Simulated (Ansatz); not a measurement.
Input for Ansatz (a quantum-chemistry and plane-wave program): R-PBE/def2-TZVPP on CH3FOSi (SMILES CO[Si]F), a point of a torsion scan.

Ansatz 0.2 input:
```yaml
crystal:
  periodic: [false, false, false]
  atoms:
    - {symbol: C, position_ang: [-0.80232597, -0.02303122, 0.15926749]}
    - {symbol: O, position_ang: [0.36175513, 0.72198310, 0.16055951]}
    - {symbol: Si, position_ang: [1.90876847, 0.75649930, -0.29000269]}
    - {symbol: F, position_ang: [2.54855468, 0.92460833, 1.20661064]}
    - {symbol: H, position_ang: [-0.95245104, -0.50878802, -0.81079046]}
    - {symbol: H, position_ang: [-1.64561570, 0.64233192, 0.35826084]}
    - {symbol: H, position_ang: [-0.76222144, -0.79049340, 0.93788372]}
basis:
  gaussian:
    orbitals: def2-TZVPP
hamiltonian:
  xc: {name: PBE}
scf: {lower_state_search: off}
```

### Question
Predict the final total energy.

### Answer
-504.2560 hartree.
